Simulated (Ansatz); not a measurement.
**Nudged elastic band run: GaH5NO**

Input:

```yaml
crystal:
  periodic: [false, false, false]
  atoms:
    - { symbol: Ga, position_ang: [0.010211, -0.335031, 0.606044] }
    - { symbol: H, position_ang: [-0.643551, -1.777278, 0.475982] }
    - { symbol: "N", position_ang: [1.536333, -0.012612, -0.417779] }
    - { symbol: H, position_ang: [2.322941, 0.525592, -0.029773] }
    - { symbol: H, position_ang: [1.53035, 0.023262, -1.444268] }
    - { symbol: H, position_ang: [-1.032663, 0.648008, -0.184618] }
    - { symbol: O, position_ang: [0.447762, 0.249723, 2.249127] }
    - { symbol: H, position_ang: [-0.113282, -0.122763, 2.952387] }
magnetization:
  spin_polarized: true
  initial_magnetization: 1
basis:
  gaussian: { orbitals: def2-SVP }
hamiltonian:
  xc: lda
neb:
  order_check: false
  images: 7
  f_tol: 0.05
  max_iterations: 60
  final_atoms:
    - { symbol: Ga, position_ang: [-0.64370253, -0.54314411, 0.45682859] }
    - { symbol: H, position_ang: [1.58728267, 0.00550872, 0.76852335] }
    - { symbol: "N", position_ang: [1.32210025, -0.21673341, -0.22025594] }
    - { symbol: H, position_ang: [1.8575106, -1.02613695, -0.55963692] }
    - { symbol: H, position_ang: [1.48309245, 0.59155378, -0.8372514] }
    - { symbol: H, position_ang: [-1.45487656, 0.63140902, -0.29012862] }
    - { symbol: O, position_ang: [0.19247541, -0.04635567, 2.02722925] }
    - { symbol: H, position_ang: [-0.2857813, -0.19720038, 2.86179369] }
  initial_path:
    images:
      - { positions_ang: [[0.010211, -0.335031, 0.606044], [-0.643551, -1.777278, 0.475982], [1.536333, -0.012612, -0.417779], [2.322941, 0.525592, -0.029773], [1.53035, 0.023262, -1.444268], [-1.032663, 0.648008, -0.184618], [0.447762, 0.249723, 2.249127], [-0.113282, -0.122763, 2.952387]] }
      - { positions_ang: [[0.0102264, -0.27382487, 0.44980593], [-0.4964607, -1.33960844, 0.80668687], [1.57705721, 0.01786687, -0.54615425], [2.31646544, 0.20850959, -0.30534291], [1.65500363, 0.28517404, -1.39110221], [-1.10128219, 0.40916433, -0.34964929], [0.31024441, 0.19208803, 2.46363351], [-0.2131532, -0.30046855, 3.07922435]] }
      - { positions_ang: [[0.0102418, -0.21261875, 0.29356786], [-0.3493704, -0.90193888, 1.13739175], [1.61778143, 0.04834575, -0.67452949], [2.30998987, -0.10857282, -0.58091282], [1.77965727, 0.54708607, -1.33793643], [-1.16990139, 0.17032066, -0.51468058], [0.17272682, 0.13445306, 2.67814002], [-0.3130244, -0.4781741, 3.2060617]] }
      - { positions_ang: [[0.0102572, -0.15141262, 0.13732979], [-0.2022801, -0.46426931, 1.46809662], [1.65850564, 0.07882462, -0.80290474], [2.30351431, -0.42565522, -0.85648274], [1.9043109, 0.80899811, -1.28477064], [-1.23852058, -0.06852301, -0.67971187], [0.03520924, 0.07681809, 2.89264653], [-0.41289561, -0.65587965, 3.33289905]] }
      - { positions_ang: [[0.0102726, -0.0902065, -0.01890829], [-0.05518981, -0.02659975, 1.7988015], [1.69922985, 0.10930349, -0.93127999], [2.29703875, -0.74273763, -1.13205265], [2.02896454, 1.07091015, -1.23160485], [-1.30713977, -0.30736668, -0.84474316], [-0.10230835, 0.01918313, 3.10715304], [-0.51276681, -0.8335852, 3.4597364]] }
      - { positions_ang: [[-0.15322118, -0.2034409, 0.10002593], [0.35542831, -0.01857263, 1.54123196], [1.60494745, 0.02779427, -0.75352398], [2.18715671, -0.81358746, -0.98894872], [1.89249651, 0.95107105, -1.13301649], [-1.34407397, -0.07267276, -0.70608953], [-0.02861241, 0.00279843, 2.8371721], [-0.45602043, -0.67448899, 3.31025072]] }
      - { positions_ang: [[-0.31671496, -0.31667531, 0.21896015], [0.76604643, -0.01054552, 1.28366242], [1.51066505, -0.05371496, -0.57576797], [2.07727467, -0.88443729, -0.84584478], [1.75602849, 0.83123196, -1.03442813], [-1.38100817, 0.16202117, -0.56743589], [0.04508353, -0.01358627, 2.56719115], [-0.39927406, -0.51539279, 3.16076505]] }
      - { positions_ang: [[-0.48020875, -0.42990971, 0.33789437], [1.17666455, -0.0025184, 1.02609289], [1.41638265, -0.13522418, -0.39801195], [1.96739264, -0.95528712, -0.70274085], [1.61956047, 0.71139287, -0.93583976], [-1.41794236, 0.3967151, -0.42878226], [0.11877947, -0.02997097, 2.2972102], [-0.34252768, -0.35629658, 3.01127937]] }
      - { positions_ang: [[-0.64370253, -0.54314411, 0.45682859], [1.58728267, 0.00550872, 0.76852335], [1.32210025, -0.21673341, -0.22025594], [1.8575106, -1.02613695, -0.55963692], [1.48309245, 0.59155378, -0.8372514], [-1.45487656, 0.63140902, -0.29012862], [0.19247541, -0.04635567, 2.02722925], [-0.2857813, -0.19720038, 2.86179369]] }
```

Launched with:

```bash
$ ansatz run input.yaml --threads 2 --pin off --max-ram 3072MiB --backend cpu --events-out ev --progress --plain --runs-dir out
```

Output, in part (warnings, iteration lines, the closing report on the highest movable image, with atoms numbered from 0):

```
NEB end point (image 0): max|allowed force component| = 1.889e-2 eV/Å (the criterion of neb.relax_end_points is 1.000e-2)
NEB end point (image 8): max|allowed force component| = 2.998e-2 eV/Å (the criterion of neb.relax_end_points is 1.000e-2)
NEB iter   1: max|band force component| = 4.034e1 eV/Å  barrier→ = 10.0070 eV  barrier← = 11.1334 eV  Δτ_max = 0.2000 Å  (616 SCF iters)
NEB iter   2: max|band force component| = 5.131e0 eV/Å  barrier→ = 2.4490 eV  barrier← = 3.5753 eV  Δτ_max = 0.2000 Å  (254 SCF iters)
NEB iter   3: max|band force component| = 3.759e0 eV/Å  barrier→ = 1.4196 eV  barrier← = 2.5459 eV  Δτ_max = 0.2000 Å  (248 SCF iters)
NEB iter   4: max|band force component| = 7.068e0 eV/Å  barrier→ = 0.9692 eV  barrier← = 2.0956 eV  Δτ_max = 0.1006 Å  (248 SCF iters)
NEB iter   5: max|band force component| = 1.937e0 eV/Å  barrier→ = 0.6719 eV  barrier← = 1.7982 eV  Δτ_max = 0.2000 Å  (220 SCF iters)
NEB iter   6: max|band force component| = 8.782e-1 eV/Å  barrier→ = 0.5004 eV  barrier← = 1.6267 eV  Δτ_max = 0.2000 Å  (232 SCF iters)
NEB iter   7: max|band force component| = 1.561e0 eV/Å  barrier→ = 0.4653 eV  barrier← = 1.5916 eV  Δτ_max = 0.1008 Å  (234 SCF iters)
NEB iter   8: max|band force component| = 1.425e0 eV/Å  barrier→ = 0.4583 eV  barrier← = 1.5846 eV  Δτ_max = 0.0512 Å  (213 SCF iters)
NEB iter   9: max|band force component| = 3.719e-1 eV/Å  barrier→ = 0.4431 eV  barrier← = 1.5694 eV  CI = image 2  Δτ_max = 0.0991 Å  (212 SCF iters)
NEB iter  10: max|band force component| = 3.877e-1 eV/Å  barrier→ = 0.4685 eV  barrier← = 1.5948 eV  CI = image 2  Δτ_max = 0.0997 Å  (214 SCF iters)
NEB iter  11: max|band force component| = 3.400e-1 eV/Å  barrier→ = 0.4494 eV  barrier← = 1.5757 eV  CI = image 2  Δτ_max = 0.1019 Å  (211 SCF iters)
NEB iter  12: max|band force component| = 3.217e-1 eV/Å  barrier→ = 0.4399 eV  barrier← = 1.5662 eV  CI = image 2  Δτ_max = 0.2000 Å  (212 SCF iters)
NEB iter  13: max|band force component| = 4.401e-1 eV/Å  barrier→ = 0.4372 eV  barrier← = 1.5635 eV  CI = image 2  Δτ_max = 0.0987 Å  (224 SCF iters)
NEB iter  14: max|band force component| = 3.724e-1 eV/Å  barrier→ = 0.4358 eV  barrier← = 1.5622 eV  CI = image 2  Δτ_max = 0.0991 Å  (210 SCF iters)
NEB iter  15: max|band force component| = 3.795e-1 eV/Å  barrier→ = 0.4354 eV  barrier← = 1.5617 eV  CI = image 2  Δτ_max = 0.0900 Å  (213 SCF iters)
NEB iter  16: max|band force component| = 4.591e-1 eV/Å  barrier→ = 0.4353 eV  barrier← = 1.5616 eV  CI = image 2  Δτ_max = 0.0850 Å  (206 SCF iters)
NEB iter  17: max|band force component| = 3.793e-1 eV/Å  barrier→ = 0.4352 eV  barrier← = 1.5615 eV  CI = image 2  Δτ_max = 0.1977 Å  (198 SCF iters)
NEB iter  18: max|band force component| = 3.564e-1 eV/Å  barrier→ = 0.4352 eV  barrier← = 1.5615 eV  CI = image 2  Δτ_max = 0.2000 Å  (199 SCF iters)
NEB iter  19: max|band force component| = 1.018e0 eV/Å  barrier→ = 0.4352 eV  barrier← = 1.5615 eV  CI = image 2  Δτ_max = 0.1013 Å  (197 SCF iters)
NEB iter  20: max|band force component| = 1.036e0 eV/Å  barrier→ = 0.4352 eV  barrier← = 1.5615 eV  CI = image 2  Δτ_max = 0.0501 Å  (187 SCF iters)
NEB iter  21: max|band force component| = 7.951e-1 eV/Å  barrier→ = 0.4352 eV  barrier← = 1.5615 eV  CI = image 2  Δτ_max = 0.0999 Å  (184 SCF iters)
NEB iter  22: max|band force component| = 5.079e-1 eV/Å  barrier→ = 0.4352 eV  barrier← = 1.5615 eV  CI = image 2  Δτ_max = 0.1947 Å  (189 SCF iters)
NEB iter  23: max|band force component| = 4.625e-1 eV/Å  barrier→ = 0.4352 eV  barrier← = 1.5615 eV  CI = image 2  Δτ_max = 0.0457 Å  (195 SCF iters)
NEB iter  24: max|band force component| = 1.674e-1 eV/Å  barrier→ = 0.4352 eV  barrier← = 1.5615 eV  CI = image 2  Δτ_max = 0.0270 Å  (182 SCF iters)
NEB iter  25: max|band force component| = 5.689e-2 eV/Å  barrier→ = 0.4352 eV  barrier← = 1.5615 eV  CI = image 2  Δτ_max = 0.0070 Å  (181 SCF iters)
NEB iter  26: max|band force component| = 2.687e-2 eV/Å  barrier→ = 0.4352 eV  barrier← = 1.5615 eV  CI = image 2  Δτ_max = 0.0000 Å  (430 SCF iters)
Total energy: -55875.33168189 eV, -2053.3805656493 hartree
Atom 0 at    -0.019586    -0.088855     0.275034 Å, force     0.000010     0.000006     0.000003 eV/Å
Atom 1 at     0.041301    -1.396508     1.486896 Å, force    -0.000000     0.000001     0.000002 eV/Å
Atom 2 at     1.559617     0.262033    -0.529928 Å, force    -0.000029    -0.000013     0.000014 eV/Å
Atom 3 at     2.425296    -0.130312    -0.147015 Å, force     0.000007     0.000005    -0.000009 eV/Å
Atom 4 at     1.620190     0.368648    -1.546613 Å, force     0.000013     0.000002     0.000001 eV/Å
Atom 5 at    -1.384351     0.514869    -0.188922 Å, force     0.000002    -0.000001    -0.000002 eV/Å
Atom 6 at     0.337466    -0.197152     2.191353 Å, force    -0.000012    -0.000002    -0.000014 eV/Å
Atom 7 at    -0.521832    -0.133822     2.666297 Å, force     0.000010     0.000001     0.000006 eV/Å
Dipole moment:    -0.032836    -0.051290    -0.054373 e Å
```

It converged. A vibrational analysis at the climbing image gives one clearly imaginary mode, 773i cm⁻¹: a first-order saddle point.

Final band (atoms are numbered from 1 in the order of the input):

| image | path coordinate (Å) | energy (eV) | Ga1–H2 (Å) | H2–N3 (Å) |
| --- | --- | --- | --- | --- |
| 0 | 0.00 | 0.00 | 1.59 | 2.94 |
| 1 | 0.98 | 0.10 | 1.65 | 2.80 |
| 2 | 1.96 | 0.44 | 1.78 | 3.02 |
| 3 | 2.83 | -0.21 | 2.35 | 3.48 |
| 4 | 3.69 | -0.25 | 2.57 | 3.47 |
| 5 | 4.56 | -0.29 | 2.56 | 2.96 |
| 6 | 5.42 | -0.47 | 2.35 | 2.23 |
| 7 | 6.29 | -0.72 | 2.06 | 1.38 |
| 8 | 7.15 | -1.13 | 2.32 | 1.05 |

Time of the run: 2.8 min on 2 threads of Arm Neoverse V2, on a shared host, peak memory 0.17 GiB.
